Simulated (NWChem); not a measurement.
System: GaAsH₄; SMILES [GaH2][AsH2]

NWChem input:

```
start job
memory heap 200 mb stack 900 mb global 1100 mb
geometry units angstroms noautosym nocenter noautoz
  Ga     0.060991    -1.329914    -0.008943
  As     0.129679     1.099377     0.098312
  H     -0.672202     1.228770    -1.209689
  H      1.485738     1.143238    -0.629255
  H      1.351821    -2.164347     0.376193
  H     -1.308258    -2.056250    -0.337347
end
basis spherical
  * library aug-cc-pvdz
end
dft
  xc xpbe96 cpbe96
  iterations 150
end
property
  response 1 0.0
end
task dft property
```

NWChem printed, in part:

```
             Northwest Computational Chemistry Package (NWChem) 7.3.0
             --------------------------------------------------------

                             Geometry "geometry" -> ""
                             -------------------------

 Output coordinates in angstroms (scale by  1.889725989 to convert to a.u.)

  No.       Tag          Charge          X              Y              Z
 ---- ---------------- ---------- -------------- -------------- --------------
    1 Ga                  31.0000     0.06099100    -1.32991400    -0.00894300
    2 As                  33.0000     0.12967900     1.09937700     0.09831200
    3 H                    1.0000    -0.67220200     1.22877000    -1.20968900
    4 H                    1.0000     1.48573800     1.14323800    -0.62925500
    5 H                    1.0000     1.35182100    -2.16434700     0.37619300
    6 H                    1.0000    -1.30825800    -2.05625000    -0.33734700

 Effective nuclear repulsion energy (a.u.)     288.1368391554

  pbe96 is a nonlocal functional; adding pw91lda local functional.
                              NWChem Property Module
                              ----------------------

                                 NWChem DFT Module
                                 -----------------

 Summary of "ao basis" -> "ao basis" (spherical)
 ------------------------------------------------------------------------------
       Tag                 Description            Shells   Functions and Types
 ---------------- ------------------------------  ------  ---------------------
 Ga                       aug-cc-pvdz               14       36   6s5p3d
 As                       aug-cc-pvdz               14       36   6s5p3d
 H                        aug-cc-pvdz                5        9   3s2p

            General Information
            -------------------
          SCF calculation type: DFT
          Wavefunction type:  closed shell.
          No. of atoms     :     6
          No. of electrons :    68
           Alpha electrons :    34
            Beta electrons :    34
          Charge           :     0
          Spin multiplicity:     1
          Use of symmetry is: off; symmetry adaption is: off
          Maximum number of iterations: 150
          AO basis - number of functions:   108
                     number of shells:    48
          Convergence on energy requested:  1.00D-06
          Convergence on density requested:  1.00D-05
          Convergence on gradient requested:  5.00D-04

              XC Information
              --------------
          PerdewBurkeErnzerhof Exchange Functional  1.000
            Perdew 1991 LDA Correlation Functional  1.000 local
           PerdewBurkeErnz. Correlation Functional  1.000 non-local

             Grid Information
             ----------------
          Grid used for XC integration:  medium
          Radial quadrature: Mura-Knowles
          Angular quadrature: Lebedev.
          Tag              B.-S. Rad. Rad. Pts. Rad. Cut. Ang. Pts.
          ---              ---------- --------- --------- ---------
          Ga                  1.30      112          15.0       590
          As                  1.15      112          15.0       590
          H                   0.35       45          16.0       434
          Grid pruning is: on
          Number of quadrature shells:   404
          Spatial weights used:  Erf1

      Superposition of Atomic Density Guess
      -------------------------------------

 Sum of atomic energies:       -4159.30364988

      Non-variational initial energy
      ------------------------------

 Total energy =   -4159.717852
 1-e energy   =   -6374.079537
 2-e energy   =    1926.224846
 HOMO         =      -0.268514
 LUMO         =      -0.018922

   convergence    iter        energy       DeltaE   RMS-Dens  Diis-err
 ---------------- ----- ----------------- --------- --------- ---------
 d= 0,ls=0.0,diis     1  -4162.3860412079 -4.45D+03  9.25D-03  2.95D-01
 d= 0,ls=0.0,diis     2  -4162.4082049706 -2.22D-02  3.67D-03  7.51D-02
 d= 0,ls=0.0,diis     3  -4162.4153689667 -7.16D-03  1.65D-03  2.53D-02
 d= 0,ls=0.0,diis     4  -4162.4207551997 -5.39D-03  4.74D-04  1.76D-03
 d= 0,ls=0.0,diis     5  -4162.4210851083 -3.30D-04  9.57D-05  8.88D-05
  Resetting Diis
 d= 0,ls=0.0,diis     6  -4162.4211014194 -1.63D-05  1.78D-05  1.94D-06
 d= 0,ls=0.0,diis     7  -4162.4211017174 -2.98D-07  7.31D-06  8.83D-08

         Total DFT energy =    -4162.421101717428
      One electron energy =    -6373.628248174527
           Coulomb energy =     2081.845776108617
    Exchange-Corr. energy =     -158.775468806919
 Nuclear repulsion energy =      288.136839155402

 Numeric. integr. density =       68.000004180111

                       DFT Final Molecular Orbital Analysis
                       ------------------------------------

[...]

 DFT Linear Response polarizability / au
 Frequency  =       0.0000000 / au
              X              Y              Z
 -----------------------------------------------
 X      65.2031489      1.1599696      2.5968110
 Y       1.1599461     94.9252969      0.0061280
 Z       2.5968074      0.0060411     56.1719320
 -----------------------------------------------
 Eigenvalues =      65.8532735     94.9707965     55.4763077
 Isotropic   =      72.1001259
 Anisotropic =      35.4635462
 -----------------------------------------------

 Magnetic Dipole Response Matrix (nonzero elements):

 Exiting AOResponse driver routine
```

Level: PBE/aug-cc-pVDZ. Structure relaxed at the PBE-D3(BJ)/def2-SVP level.
